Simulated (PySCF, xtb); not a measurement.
CH10OSi4, SMILES [SiH3][Si@@H]1[SiH2]CO[SiH2]1.

GFN2-xTB in xtb at its own geometry gives an orbital gap of 3.49 eV and a dipole moment of 1.15 D.

Geometry: PBE0-D3(BJ)/def2-SVP. The structure was generated by enumeration; whether it is a known compound was not checked. The values are those of a single conformer.

**Question.** What does PBE/def2-TZVP (PySCF) give? (An estimate is asked for; the answer gives what the named calculation found.)

**Answer.** gap 4.64 eV (levels -6.11 and -1.47 eV), dipole 0.85 D.
